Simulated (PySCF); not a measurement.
# [C7H9N]+: g tensor and hyperfine couplings

Compound: C7H9N (charge +1 and doublet state).
Z-matrix (Å and degrees, GFN2-xTB geometry), rows numbered from 1:
```
N 
C   1  1.4005
C   2  1.4850  1  118.18
C   3  1.4129  2  117.45  1   173.77
C   4  1.3761  3  120.59  2   178.73
C   5  1.3938  4  119.84  3     0.52
C   6  1.3989  5  120.06  4    -1.04
C   7  1.3777  6  120.37  5     1.03
H   1  1.0068  2  120.46  3   -26.12
H   1  1.0070  2  118.73  3   177.05
H   2  1.1131  1  110.95  3   124.04
H   2  1.1065  1  108.93  3  -124.46
H   4  1.0798  3  119.42  2    -1.47
H   5  1.0785  4  120.16  3  -179.88
H   6  1.0792  5  120.07  4   179.28
H   7  1.0789  6  119.68  5  -178.39
H   8  1.0791  3  120.53  2    -1.02
```

The hyperfine couplings belong to this conformer and change with its torsions.

As a line formula: `[NH2+]Cc1ccccc1` [radical] (charge +1).

Method: PySCF, UKS B3LYP, pcH-1 on C H N, non-relativistic, mean-field spin-orbit, GIAO. Isolated species at its GFN2-xTB geometry (one conformer only). Couplings are sensitive to structure, and on GFN2-xTB geometries they can be far from those on DFT ones, by a factor of two or more for some ions and for spin on atoms past the first row. The SCF solution wasn't tested for stability.

```json
{
  "g1, g2, g3": "2.00224, 2.00330, 2.00352",
  "g_iso": "2.00302",
  "Form of g": "rhombic: the two nearest values differ by 17 % of g3 − g1",
  "⟨S²⟩": "0.7563 (exact 0.7500)",
  "α and β electrons": "29, 28",
  "HOMO–LUMO gap, α and β orbitals": "6.31, 1.61 eV"
}
```

Isotropic coupling and dipolar principal values T1 to T3, in MHz; ρ(0) is the spin density at the nucleus:

```csv
atom,isotope,a_iso,T1,T2,T3,Mulliken spin population,ρ(0) (bohr⁻³)
N1,14N,26.7,-20.4,-20.2,40.6,0.43,0.0827
C2,13C,-32.0,-8.5,-4.8,13.4,-0.04,-0.0284
C3,13C,6.7,-12.5,-11.1,23.6,0.15,0.0060
C4,13C,6.9,-11.2,-10.5,21.7,0.13,0.0061
C5,13C,-11.9,-8.0,3.7,4.3,-0.07,-0.0106
C6,13C,13.5,-16.3,-15.5,31.7,0.20,0.0120
C7,13C,-1.2,-5.4,-4.9,10.3,0.06,-0.0010
C8,13C,-5.8,-1.7,0.0,1.7,-0.01,-0.0052
H9,1H,-23.8,-22.6,-6.3,28.9,-0.01,-0.0053
H10,1H,-26.8,-22.8,-6.7,29.5,-0.01,-0.0060
H11,1H,291.9,-7.6,-4.0,11.7,0.11,0.0653
H12,1H,207.3,-7.6,-3.9,11.5,0.08,0.0464
H13,1H,-8.7,-3.9,-2.5,6.4,-0.01,-0.0020
H14,1H,2.6,-1.8,0.5,1.4,0.00,0.0006
H15,1H,-13.1,-7.9,-1.3,9.3,-0.01,-0.0029
H16,1H,-3.9,-3.0,-1.7,4.7,0.00,-0.0009
H17,1H,-0.9,-3.2,0.1,3.1,0.00,-0.0002
```

The Mulliken spin populations are largest on N1 (+0.43), C6 (+0.20), C3 (+0.15) and C4 (+0.13).

N1, the radical centre as drawn in `[NH2+]Cc1ccccc1`, holds a spin population of +0.43 out of 1.

Axes: g2 points within 13° of the C6–H15 bond.

Under fast tumbling the dipolar parts average out, and these isotropic splittings remain: 2 × 1H (H11/H12, I = 1/2, 3 lines) with 8.90 mT, 1 × 1H (H10, I = 1/2, 2 lines) with 0.96 mT, 1 × 14N (N1, I = 1, 3 lines) with 0.95 mT, 1 × 1H (H9, I = 1/2, 2 lines) with 0.85 mT, 1 × 1H (H15, I = 1/2, 2 lines) with 0.47 mT and 2 × 1H (H13/H17, I = 1/2, 3 lines) with 0.17 mT.

Class means assume fast exchange of nuclei equivalent by connectivity; if that motion is slow, each nucleus keeps its own coupling. H9 and H10 aren't averaged: N1 is flat or nearly so (angle sum 356°), and its turn about the short N1–C2 bond (1.40 Å) is taken as slow. The 1H value of +249.6 MHz is a mean of couplings from 207.3 to 291.9 MHz in this one geometry, not an average over conformers. The 1H value of -4.8 MHz is a mean of couplings from -8.7 to -0.9 MHz in this one geometry, not an average over conformers.

The 13C coupling of C2 (-32.0 MHz) shows only in satellite lines or after enrichment, since that isotope makes up about 1.07 % of natural carbon.

β density exceeds α density at some nuclei, such as C2 (-0.0284), H10 (-0.0060) and C5/C7 (-0.0058), spin density in bohr⁻³. In a single determinant that takes different orbitals for the two spins, that is spin polarisation.
